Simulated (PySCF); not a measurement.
# Electronic absorption of C6H5FSi

Compound: C6H5FSi.
Cartesian coordinates in Å at the GFN2-xTB level; atoms count from 1:
```xyz
13
C6H5FSi angstrom
C     -2.720   -1.469   -0.585
C     -1.531   -1.297   -0.515
C     -0.137   -1.155   -0.456
C      0.495   -0.050   -0.010
C      1.903   -0.024    0.017
C      3.103    0.031    0.057
Si    -0.384    1.499    0.625
F      0.444    2.765    0.067
H     -3.758   -1.606   -0.645
H      0.432   -2.012   -0.801
H      4.151    0.073    0.085
H     -1.718    1.639    0.069
H     -0.284    1.605    2.074
```

Method used: PySCF 2.14.0, density-fitted response routines, TDDFT wB97X-D/def2-SVPD, vertical, gas phase, core orbitals frozen in the response.

What does the calculation give for the low-lying excited states?

```json
{"state": "S1", "E (eV)": "4.65", "ν̃ (cm⁻¹)": "37540", "f": "0.409", "main configurations (H = HOMO, L = LUMO)": "H→L (84%)"}
{"state": "S2", "E (eV)": "4.70", "ν̃ (cm⁻¹)": "37940", "f": "0.047", "main configurations (H = HOMO, L = LUMO)": "H-1→L (86%), H→L (8%)"}
{"state": "S3", "E (eV)": "5.11", "ν̃ (cm⁻¹)": "41250", "f": "0.0046", "main configurations (H = HOMO, L = LUMO)": "H-2→L (92%)"}
{"state": "S4", "E (eV)": "5.94", "ν̃ (cm⁻¹)": "47910", "f": "0.0047", "main configurations (H = HOMO, L = LUMO)": "H→L+1 (72%)"}
{"state": "S5", "E (eV)": "6.19", "ν̃ (cm⁻¹)": "49960", "f": "0.0033", "main configurations (H = HOMO, L = LUMO)": "H-3→L (70%)"}
{"state": "S6", "E (eV)": "6.32", "ν̃ (cm⁻¹)": "50940", "f": "0.0003", "main configurations (H = HOMO, L = LUMO)": "H→L+4 (48%), H→L+2 (18%), H→L+3 (9%)"}
{"state": "S7", "E (eV)": "6.83", "ν̃ (cm⁻¹)": "55110", "f": "0.0083", "main configurations (H = HOMO, L = LUMO)": "H-5→L (75%), H-4→L (11%)"}
{"state": "S8", "E (eV)": "6.89", "ν̃ (cm⁻¹)": "55590", "f": "0.0077", "main configurations (H = HOMO, L = LUMO)": "H→L+2 (23%), H→L+4 (23%), H→L+3 (12%)"}
```

Triplets (Tamm–Dancoff): T1 2.74 eV, H→L (94%); T2 4.47 eV, H-1→L (92%); T3 4.86 eV, H-2→L (88%).

The lowest singlet comes at 266 nm (449 kJ/mol) in the ultraviolet; it is strong; its leading configuration is HOMO→LUMO (84%). The lowest level is also the most intense of those listed (f = 0.409). Löwdin shares by element: HOMO carbon 66% or more (atoms not listed hold the other 34%); LUMO carbon 68% or more (atoms not listed hold the other 32%). Of the 8 states listed, 2 reach f = 0.01 and 1 stays under 0.0005. Weighted by f, the mean energy of these states is 4.76 eV. The oscillator strengths of these states sum to 0.485; summed over the whole spectrum of an exact calculation they would give the number of electrons, 64 (Thomas–Reiche–Kuhn). The window holds the lowest 8 singlets.

One conformer stands for the species.
